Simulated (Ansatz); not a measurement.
Ansatz (an electronic-structure program) input file for C2H2N3, SMILES C1=NC=N[N]1, multiplicity 2, PBE-D3(BJ)/def2-SVP. 

Ansatz 0.2 input:
```yaml
crystal:
  periodic: [false, false, false]
  atoms:
    - {symbol: C, position_ang: [0.00000000, 1.05080366, 0.32859207]}
    - {symbol: N, position_ang: [-0.00000000, 0.00000000, 1.15778058]}
    - {symbol: C, position_ang: [-0.00000000, -1.05080365, 0.32859207]}
    - {symbol: N, position_ang: [-0.00000000, -0.61835801, -0.94719987]}
    - {symbol: N, position_ang: [-0.00000000, 0.61835801, -0.94719987]}
    - {symbol: H, position_ang: [0.00000000, 2.10161650, 0.60661464]}
    - {symbol: H, position_ang: [0.00000001, -2.10161651, 0.60661465]}
basis:
  gaussian:
    orbitals: def2-SVP
hamiltonian:
  xc: pbe
  dispersion: d3bj
magnetization: {spin_polarized: true, initial_magnetization: 1}
relax: {f_tol: 0.002, max_steps: 200}
```

Log of the run:

```
WARN ansatz: RAYON_NUM_THREADS=1 ignored (pool sized by the plan → 1); use --threads N
Functional definition: PBE
integrals: 0.03 GiB planned
948 factors; their error is unknown
mean field: 0.23 GiB planned
mean field evaluation 1: about -6555.7830 eV, gradient 3.2e1 eV
mean field evaluation 2: about -6543.5723 eV, gradient 5.8e1 eV
mean field evaluation 4: about -6560.7627 eV, gradient 9.3e0 eV
mean field evaluation 8: about -6561.1649 eV, gradient 7.2e-2 eV
mean field evaluation 16: about -6561.0873 eV, gradient 1.4e-4 eV
mean field evaluation 32: about -6560.5833 eV, gradient 2.6e-3 eV
mean field evaluation 64: about -6561.0364 eV, gradient 7.4e-1 eV
mean field evaluation 96: about -6559.4795 eV, gradient 1.7e1 eV
mean field -6561.08731885 eV, -241.1155117030 hartree, gradient 5.0e-6 eV, S^2 0.752971; 11 other end points of the search recorded, 0 dependent functions left out
the calculation of the forces begins
reference -6561.08734287 eV, -241.1155125859 hartree; 18, 17 occupied and 62, 63 virtual orbitals, 948 factors
relax step   1: F+E_penalty+E_count = -6561.22183951 eV  Δ(F+E_penalty+E_count) = +0.000e0 eV  max|allowed force component| = 9.638e-1 eV/Å  Δτ_max = 0.0000 Å  (330 SCF iters, accepted)
these checks for a lower state are left out or cut short: starts, cluster_reference, orbital_swaps, neighbouring_geometries, increment
integrals: 0.03 GiB planned
948 factors; their error is unknown
mean field: 0.23 GiB planned
mean field -6561.11583418 eV, -241.1165596222 hartree, gradient 3.4e-6 eV, S^2 0.753026; 0 other end points of the search recorded, 0 dependent functions left out
the calculation of the forces begins
reference -6561.11585832 eV, -241.1165605091 hartree; 18, 17 occupied and 62, 63 virtual orbitals, 948 factors
relax step   2: F+E_penalty+E_count = -6561.25167127 eV  Δ(F+E_penalty+E_count) = -2.983e-2 eV  max|allowed force component| = 3.365e-1 eV/Å  Δτ_max = 0.0128 Å  (59 SCF iters, accepted)
these checks for a lower state are left out or cut short: starts, cluster_reference, orbital_swaps, neighbouring_geometries, increment
integrals: 0.03 GiB planned
948 factors; their error is unknown
mean field: 0.23 GiB planned
mean field evaluation 128: about -6561.1953 eV, gradient 5.3e-1 eV
mean field -6561.11892666 eV, -241.1166732687 hartree, gradient 2.7e-6 eV, S^2 0.753053; 0 other end points of the search recorded, 0 dependent functions left out
the calculation of the forces begins
reference -6561.11895083 eV, -241.1166741567 hartree; 18, 17 occupied and 62, 63 virtual orbitals, 948 factors
relax step   3: F+E_penalty+E_count = -6561.25526313 eV  Δ(F+E_penalty+E_count) = -3.592e-3 eV  max|allowed force component| = 2.225e-2 eV/Å  Δτ_max = 0.0052 Å  (58 SCF iters, accepted)
these checks for a lower state are left out or cut short: starts, cluster_reference, orbital_swaps, neighbouring_geometries, increment
integrals: 0.03 GiB planned
948 factors; their error is unknown
mean field: 0.23 GiB planned
mean field -6561.11893695 eV, -241.1166736468 hartree, gradient 2.1e-6 eV, S^2 0.753054; 0 other end points of the search recorded, 0 dependent functions left out
the calculation of the forces begins
reference -6561.11896111 eV, -241.1166745347 hartree; 18, 17 occupied and 62, 63 virtual orbitals, 948 factors
relax step   4: F+E_penalty+E_count = -6561.25528237 eV  Δ(F+E_penalty+E_count) = -1.923e-5 eV  max|allowed force component| = 1.087e-2 eV/Å  Δτ_max = 0.0004 Å  (60 SCF iters, accepted)
these checks for a lower state are left out or cut short: starts, cluster_reference, orbital_swaps, neighbouring_geometries, increment
integrals: 0.03 GiB planned
948 factors; their error is unknown
mean field: 0.23 GiB planned
mean field evaluation 160: about -6561.1962 eV, gradient 3.2e-1 eV
mean field -6561.11895211 eV, -241.1166742038 hartree, gradient 3.7e-6 eV, S^2 0.753053; 0 other end points of the search recorded, 0 dependent functions left out
the calculation of the forces begins
reference -6561.11897627 eV, -241.1166750917 hartree; 18, 17 occupied and 62, 63 virtual orbitals, 948 factors
relax step   5: F+E_penalty+E_count = -6561.25529010 eV  Δ(F+E_penalty+E_count) = -7.737e-6 eV  max|allowed force component| = 2.662e-3 eV/Å  Δτ_max = 0.0009 Å  (58 SCF iters, accepted)
these checks for a lower state are left out or cut short: starts, cluster_reference, orbital_swaps, neighbouring_geometries, increment
integrals: 0.03 GiB planned
948 factors; their error is unknown
mean field: 0.23 GiB planned
mean field -6561.11894975 eV, -241.1166741173 hartree, gradient 4.1e-6 eV, S^2 0.753053; 0 other end points of the search recorded, 0 dependent functions left out
the calculation of the forces begins
reference -6561.11897392 eV, -241.1166750052 hartree; 18, 17 occupied and 62, 63 virtual orbitals, 948 factors
relax step   6: F+E_penalty+E_count = -6561.25529030 eV  Δ(F+E_penalty+E_count) = -1.995e-7 eV  max|allowed force component| = 6.139e-4 eV/Å  Δτ_max = 0.0001 Å  (56 SCF iters, accepted)
integrals: 0.03 GiB planned
948 factors; their error is unknown
mean field: 0.23 GiB planned
mean field evaluation 192: about -6561.1962 eV, gradient 3.2e-1 eV
mean field evaluation 224: about -6561.1189 eV, gradient 1.0e-4 eV
mean field evaluation 256: about -6559.3582 eV, gradient 4.8e-5 eV
mean field evaluation 288: about -6559.4690 eV, gradient 1.4e0 eV
mean field evaluation 320: about -6561.1189 eV, gradient 4.1e-6 eV
mean field -6561.11894975 eV, -241.1166741173 hartree, gradient 4.1e-6 eV, S^2 0.753053; 12 other end points of the search recorded, 0 dependent functions left out
the calculation of the forces begins
reference -6561.11897392 eV, -241.1166750052 hartree; 18, 17 occupied and 62, 63 virtual orbitals, 948 factors
Total energy: -6561.25531447 eV, -241.1216854280 hartree
Atom 0 at    -0.000000     1.059349     0.331915 Å, force    -0.000000    -0.000614    -0.000251 eV/Å
Atom 1 at     0.000000     0.000000     1.170429 Å, force     0.000000    -0.000000    -0.000043 eV/Å
Atom 2 at     0.000000    -1.059349     0.331915 Å, force    -0.000000     0.000614    -0.000251 eV/Å
Atom 3 at     0.000000    -0.626182    -0.960235 Å, force    -0.000000     0.000324     0.000115 eV/Å
Atom 4 at     0.000000     0.626182    -0.960235 Å, force     0.000000    -0.000324     0.000115 eV/Å
Atom 5 at    -0.000000     2.118409     0.610002 Å, force     0.000000     0.000523     0.000157 eV/Å
Atom 6 at     0.000000    -2.118409     0.610002 Å, force     0.000000    -0.000523     0.000157 eV/Å
Dipole moment:     0.000000    -0.000000    -0.142575 e Å
```

The calculation finished and met its thresholds.
